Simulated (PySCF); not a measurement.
## CrSCl4: from structure and modes to constants

Method: PySCF, PBE0, basis Cr def2-SVP, S def2-SVP, Cl def2-SVP (no relativity, density fitting).

The singlet minimum has C4v symmetry. Masses (u): Cr 51.94051, S 31.97207, Cl 34.96885.

```xyz
6
charge 0 multiplicity 1, angstrom
Cr    0.0000    0.0000    0.0649
S     0.0000    0.0000    1.9825
Cl    2.1176    0.0000   -0.4773
Cl    0.0000    2.1176   -0.4773
Cl   -2.1176    0.0000   -0.4773
Cl    0.0000   -2.1176   -0.4773
```

Harmonic wavenumbers (cm⁻¹): 68.6 (b1, ×1), 143.4 (e, ×2), 193.4 (e, ×2), 207.5 (a1, ×1), 246.8 (b1, ×1), 253.9 (b2, ×1), 381.9 (a1, ×1), 400.4 (e, ×2), 669.6 (a1, ×1).

Problem. Find the principal moments of inertia and the rotational constants. What kind of rotor is it?

Solution. About the centre of mass I = 471.35, 471.35, 627.22 u Å². With B = 16.8576/I this gives 0.03576, 0.03576, 0.02688 cm⁻¹. The molecule is an oblate symmetric top.

Problem. What is the harmonic zero-point energy?

Solution. Half the sum of all 12 wavenumbers, 3303/2 = 1651 cm⁻¹, which is 19.8 kJ/mol (1 cm⁻¹ = 0.0119627 kJ/mol).

Problem. Find the vibrational entropy and heat capacity at 298.15 K.

Solution. With u = 1.43878 ω/T, each mode gives S = R[u/(eᵘ−1) − ln(1−e⁻ᵘ)] and C = R u² eᵘ/(eᵘ−1)².
```json
{"ω (cm⁻¹)": "68.6", "u": "0.331", "S (J/(mol K))": "17.54", "C (J/(mol K))": "8.24"}
{"ω (cm⁻¹)": "143.4 (×2)", "u": "0.692", "S (J/(mol K))": "11.54", "C (J/(mol K))": "7.99"}
{"ω (cm⁻¹)": "193.4 (×2)", "u": "0.933", "S (J/(mol K))": "9.18", "C (J/(mol K))": "7.74"}
{"ω (cm⁻¹)": "207.5", "u": "1.001", "S (J/(mol K))": "8.64", "C (J/(mol K))": "7.65"}
{"ω (cm⁻¹)": "246.8", "u": "1.191", "S (J/(mol K))": "7.34", "C (J/(mol K))": "7.40"}
{"ω (cm⁻¹)": "253.9", "u": "1.225", "S (J/(mol K))": "7.13", "C (J/(mol K))": "7.35"}
{"ω (cm⁻¹)": "381.9", "u": "1.843", "S (J/(mol K))": "4.32", "C (J/(mol K))": "6.31"}
{"ω (cm⁻¹)": "400.4 (×2)", "u": "1.932", "S (J/(mol K))": "4.02", "C (J/(mol K))": "6.15"}
{"ω (cm⁻¹)": "669.6", "u": "3.231", "S (J/(mol K))": "1.44", "C (J/(mol K))": "3.72"}
```
The sums over all modes are S = 95.9 and C = 84.4 J/(mol K); the softest mode gives 18 % of the entropy (each member, where degenerate).

Problem. Give the standard entropy (298.15 K, 1 bar) by its translational, rotational, vibrational and spin parts, and Cp.

Solution. Sackur–Tetrode with M = 223.79 u gives 176.3; rotation with symmetry number 4 gives 115.0; vibration 95.9; spin R ln 1 = 0.0. The total is 387.2 J/(mol K), and Cp = 4 R + 84.4 = 117.7 J/(mol K).

Other isomers or separated fragments may lie lower.
